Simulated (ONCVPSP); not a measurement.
# Before and after: ONCV potential for caesium (Cs)

```
Element                 : caesium
Generator               : ONCVPSP 4.0.1
Type                    : optimised norm-conserving Vanderbilt (ONCV)
Functional              : LDA (Perdew-Zunger)
Relativity              : scalar-relativistic
Frozen core             : [Kr] 4d10
Valence charge          : 9
Reference configuration : 5s2 5p6 6s1
Partial waves           : 5s+6s: rc 2.55 bohr, ncon 4, nbas 8, qcut 5.2 1/bohr, 2 projectors; 5p: rc 2.25 bohr, ncon 5, nbas 10, qcut 3.1 1/bohr, 2 projectors, debl 3.9 Ha; d scattering state at 0.03 Ha: rc 1.90 bohr, ncon 4, nbas 7, qcut 5.6 1/bohr, 1 projector
Local potential         : polynomial inside 1.75 bohr (lpopt 5, dvloc0 2 Ha)
Core correction         : none
```

All-electron outer shells of the reference configuration (LDA (Perdew-Zunger), scalar-relativistic, ld1.x):

| shell | level (eV) | outermost node (bohr) | outermost maximum (bohr) |
| --- | --- | --- | --- |
| 5s | -26.90 | 0.82 | 1.54 |
| 5p | -13.61 | 0.89 | 1.76 |
| 6s | -2.23 | 2.10 | 4.68 |

Change: p: ncon 3, nbas 8.

Cutoffs: the cutoffs (Ha) at which the residual kinetic energy of the hardest occupied pseudo-wave falls to 1 and 0.1 mHa per electron; they do not see the model core or the augmentation charge, which bear on the density cutoff. Errors are all-electron minus pseudo energies relative to the spin-unpolarised reference configuration.

Question: What does the change do?

Answer: The potential gets softer (23 Ha and 62 Ha → 8.5 Ha and 38 Ha); of the 4 tests that both files solve, the error grows in 1 and shrinks in 1 by more than 15 % and 0.3 meV (median size 0.5 → 0.9 meV); neither file shows a bound ghost.

| quantity | base | changed |
| --- | --- | --- |
| cutoff, loose | 23 Ha | 8.5 Ha |
| cutoff, tight | 62 Ha | 38 Ha |
| loose cutoff by channel | s 8.5 Ha, p 23 Ha | s 8.5 Ha, p 4.1 Ha |
| bound ghosts | none | none |
| GHOST(+) flags under 300 eV | s at 101.9 eV | s at 101.9 eV |
| error for 5s2 5p6 6s0, meV [ΔE 4.00 eV] | -0.1 | -0.1 |
| error for 5s2 5p6 6s0.5, meV [ΔE 1.55 eV] | 0.0 | 0.0 |
| error for 5s2 5p6 6s0 6p1, meV [ΔE 1.48 eV] | +0.8 | +1.8 |
| error for 5s1 5p6 6s1, meV [ΔE 31.88 eV] | -19 | -7.3 |
| s: phases at 2.58 bohr within 0.05 rad from the reference energy up to (Ha; the scan ends near 5) | 3.4 | 3.4 |
| p: phases at 2.29 bohr within 0.05 rad from the reference energy up to (Ha; the scan ends near 5) | to the end of the scan | to the end of the scan |
| d: phases at 1.93 bohr within 0.05 rad from the reference energy up to (Ha; the scan ends near 5) | 0.8 | 0.8 |

Changed file: The cutoffs count occupied waves only; projector 2 of the p channel, the hardest unoccupied one, needs 28 Ha at the loose tolerance.
